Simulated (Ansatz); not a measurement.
```yaml
crystal:
  periodic: [false, false, false]
  atoms:
    - {symbol: Li, position_ang: [0.960456, 1.799254, -0.539416]}
    - {symbol: I, position_ang: [-1.545160, 2.298404, -0.645578]}
    - {symbol: Li, position_ang: [-2.107038, -0.094010, 0.060602]}
    - {symbol: I, position_ang: [-1.294592, -2.425071, 0.727004]}
    - {symbol: Li, position_ang: [1.146494, -1.705409, 0.478927]}
    - {symbol: I, position_ang: [2.839840, 0.126822, -0.081530]}
basis:
  gaussian: {orbitals: def2-mTZVP, fitting: {mean_field: cc-pVTZ-jkfit}}
hamiltonian: {xc: {name: B2PLYP}}
scf: {omitted_lower_state_checks: [starts]}
```

```sh
$ ansatz run in.yaml --threads 4 --pin off --events-out ev --progress --plain --max-ram 3916MiB
```

**Question.** Predict how Ansatz answers.

**Answer.** The input was rejected before any iteration.
```
Functional definition: B2PLYP
Error: [file] the basis set cc-pVTZ-JKFIT has no functions for Li
```
